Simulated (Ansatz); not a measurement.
Molecular dynamics of H11NO3Si4

Input file:

```yaml
crystal:
  periodic: [false, false, false]
  atoms:
    - { symbol: Si, position_ang: [-0.204204, -0.102959, 0.506261] }
    - { symbol: "N", position_ang: [-0.158646, 0.021087, 2.297247] }
    - { symbol: H, position_ang: [-0.756599, 0.918648, 2.539863] }
    - { symbol: H, position_ang: [0.869925, 0.379732, 2.525465] }
    - { symbol: O, position_ang: [1.369329, -0.145671, -0.041688] }
    - { symbol: Si, position_ang: [2.04523, -0.905896, -1.398122] }
    - { symbol: H, position_ang: [1.129814, -1.268854, -2.447768] }
    - { symbol: H, position_ang: [2.986543, 0.003783, -1.979965] }
    - { symbol: H, position_ang: [2.737346, -2.11326, -0.978909] }
    - { symbol: O, position_ang: [-1.017946, 1.27608, -0.042091] }
    - { symbol: Si, position_ang: [-1.949701, 1.156445, -1.511908] }
    - { symbol: H, position_ang: [-2.848989, 0.063899, -1.743588] }
    - { symbol: H, position_ang: [-2.806399, 2.316234, -1.302047] }
    - { symbol: H, position_ang: [-1.082915, 1.295995, -2.643212] }
    - { symbol: O, position_ang: [-0.907185, -1.540278, 0.066183] }
    - { symbol: Si, position_ang: [-1.719002, -2.767305, 0.889251] }
    - { symbol: H, position_ang: [-0.954949, -3.957951, 1.211935] }
    - { symbol: H, position_ang: [-2.232049, -2.382511, 2.183706] }
    - { symbol: H, position_ang: [-2.91985, -3.031645, 0.108943] }
basis:
  gaussian: { orbitals: STO-3G }
hamiltonian:
  xc: b3lyp
md:
  timestep: 2.5
  n_steps: 40
  ensemble: nvt_langevin
  temperature: 700.0
  initial_velocities: maxwell_boltzmann
  seed: 361051
  friction: 0.02
```

Command:

```bash
$ ansatz run input.yaml --threads 1 --pin off --max-ram 2048MiB --backend cpu --events-out ev --progress --plain --runs-dir out
```

It goes on from the last frame of an earlier run, with new velocities.

Output, in part (one step line in 2, the closing report, with atoms numbered from 0):

```
md step     0: t =     0.00 fs  T =   663.2 K  F+E_penalty+E_count = -38853.80805363 eV  E_kin = 1.628676 eV  (24 SCF iters)
md step     2: t =     5.00 fs  T =   471.3 K  F+E_penalty+E_count = -38853.43070335 eV  E_kin = 1.157535 eV  (26 SCF iters)
md step     4: t =    10.00 fs  T =   458.1 K  F+E_penalty+E_count = -38853.33915446 eV  E_kin = 1.125114 eV  (27 SCF iters)
md step     6: t =    15.00 fs  T =   535.8 K  F+E_penalty+E_count = -38852.75165756 eV  E_kin = 1.315932 eV  (27 SCF iters)
md step     8: t =    20.00 fs  T =   777.4 K  F+E_penalty+E_count = -38851.58699101 eV  E_kin = 1.909192 eV  (27 SCF iters)
md step    10: t =    25.00 fs  T =   822.6 K  F+E_penalty+E_count = -38846.34239887 eV  E_kin = 2.020191 eV  (39 SCF iters)
md step    12: t =    30.00 fs  T =   481.9 K  F+E_penalty+E_count = -38845.22326609 eV  E_kin = 1.183486 eV  (35 SCF iters)
md step    14: t =    35.00 fs  T =  1098.4 K  F+E_penalty+E_count = -38846.44626917 eV  E_kin = 2.697604 eV  (32 SCF iters)
md step    16: t =    40.00 fs  T =  1893.5 K  F+E_penalty+E_count = -38852.94759792 eV  E_kin = 4.650369 eV  (25 SCF iters)
md step    18: t =    45.00 fs  T = 11611.2 K  F+E_penalty+E_count = -38846.42080999 eV  E_kin = 28.516417 eV  (59 SCF iters)
md step    20: t =    50.00 fs  T =  8003.8 K  F+E_penalty+E_count = -38844.03873949 eV  E_kin = 19.656961 eV  (47 SCF iters)
md step    22: t =    55.00 fs  T =  6713.6 K  F+E_penalty+E_count = -38844.18361130 eV  E_kin = 16.488256 eV  (39 SCF iters)
md step    24: t =    60.00 fs  T =  5629.0 K  F+E_penalty+E_count = -38843.89152212 eV  E_kin = 13.824496 eV  (40 SCF iters)
md step    26: t =    65.00 fs  T =  4554.0 K  F+E_penalty+E_count = -38843.91377642 eV  E_kin = 11.184263 eV  (40 SCF iters)
md step    28: t =    70.00 fs  T =  4262.3 K  F+E_penalty+E_count = -38844.16628136 eV  E_kin = 10.468075 eV  (47 SCF iters)
md step    30: t =    75.00 fs  T =  3530.0 K  F+E_penalty+E_count = -38843.84616915 eV  E_kin = 8.669529 eV  (41 SCF iters)
md step    32: t =    80.00 fs  T =  2983.6 K  F+E_penalty+E_count = -38844.05779714 eV  E_kin = 7.327565 eV  (40 SCF iters)
md step    34: t =    85.00 fs  T =  2578.9 K  F+E_penalty+E_count = -38843.95287166 eV  E_kin = 6.333632 eV  (40 SCF iters)
md step    36: t =    90.00 fs  T =  2013.5 K  F+E_penalty+E_count = -38843.52489140 eV  E_kin = 4.945154 eV  (38 SCF iters)
md step    38: t =    95.00 fs  T =  1822.2 K  F+E_penalty+E_count = -38844.07900761 eV  E_kin = 4.475103 eV  (37 SCF iters)
md step    40: t =   100.00 fs  T =  1667.5 K  F+E_penalty+E_count = -38844.39985372 eV  E_kin = 4.095376 eV  (92 SCF iters)
Total energy: -38844.40017613 eV, -1427.5053767925 hartree
Atom 0 at    -0.163181    -0.315630     0.723836 Å, force    -0.537056     1.833563    -0.115287 eV/Å
Atom 1 at     0.473181    -1.021859     2.191332 Å, force    -0.297324    -0.265274     1.708488 eV/Å
Atom 2 at    -9.086094    21.692929    -3.437527 Å, force     0.000844    -0.002063     0.000478 eV/Å
Atom 3 at    -0.249327    -0.953453     3.020013 Å, force     0.458136     0.247219    -0.748089 eV/Å
Atom 4 at     1.147688    -0.058800    -0.246208 Å, force    -0.132912     0.479124     0.033820 eV/Å
Atom 5 at     1.945063    -1.335778    -0.938826 Å, force     0.975297    -1.471957    -1.395470 eV/Å
Atom 6 at     1.093949    -2.210797    -1.794736 Å, force     0.378706     1.157903    -0.071573 eV/Å
Atom 7 at     3.097252    -0.678993    -1.593102 Å, force    -0.667374    -0.619089     0.018056 eV/Å
Atom 8 at     2.429445    -2.406125    -0.099348 Å, force     0.303663     0.363735     0.695182 eV/Å
Atom 9 at    -1.121053     1.091018     0.511977 Å, force    -0.015384    -0.646665    -0.017299 eV/Å
Atom 10 at    -1.753761     1.295093    -1.092543 Å, force    -0.031410     1.300586     0.579277 eV/Å
Atom 11 at    -3.145939     0.797432    -1.306139 Å, force     0.919229     0.428365     0.353671 eV/Å
Atom 12 at    -1.572721     2.747071    -1.277208 Å, force    -0.806376    -0.512173     0.143160 eV/Å
Atom 13 at    -0.924231     0.827829    -2.147540 Å, force     0.351969    -0.843391    -0.409753 eV/Å
Atom 14 at    -1.084838    -1.518270     0.106953 Å, force    -0.645430    -0.955142    -0.821788 eV/Å
Atom 15 at    -1.843705    -2.793227     0.856114 Å, force    -1.095517    -2.640974     0.836926 eV/Å
Atom 16 at    -0.997409    -3.941353     1.297838 Å, force    -0.012880     1.227897     0.067506 eV/Å
Atom 17 at    -2.719232    -2.413939     2.055361 Å, force     0.903850    -0.196690    -1.513184 eV/Å
Atom 18 at    -2.570060    -3.548700    -0.205843 Å, force    -0.050030     1.115026     0.655880 eV/Å
Dipole moment:    -0.242922    -0.285290     0.131295 e Å
```

The run went to its last step. The temperature shot up to 12000 K, far beyond the bath's, so the integration failed: the time step of 2.5 fs is too long for the fastest motions that this run met, and the later frames carry no physical meaning.

Parted: N2–H3 1.11 → 25.28 Å. It ends as H + H10NO3Si4. Pairs count as bonded within 1.25 times the sum of covalent radii (0.12 Å more for H–H).

Last frame:

```xyz
19
Properties=species:S:1:pos:R:3
Si -0.163 -0.316 0.724
N 0.473 -1.022 2.191
H -9.086 21.693 -3.438
H -0.249 -0.954 3.020
O 1.148 -0.059 -0.246
Si 1.945 -1.336 -0.939
H 1.094 -2.211 -1.795
H 3.097 -0.679 -1.593
H 2.429 -2.406 -0.099
O -1.121 1.091 0.512
Si -1.754 1.295 -1.093
H -3.146 0.797 -1.306
H -1.573 2.747 -1.277
H -0.924 0.828 -2.147
O -1.085 -1.518 0.107
Si -1.844 -2.793 0.856
H -0.997 -3.941 1.298
H -2.719 -2.414 2.055
H -2.570 -3.549 -0.206
```

Run time: 5.6 min on 1 thread of Arm Neoverse V2 (shared host), peak memory 0.22 GiB.
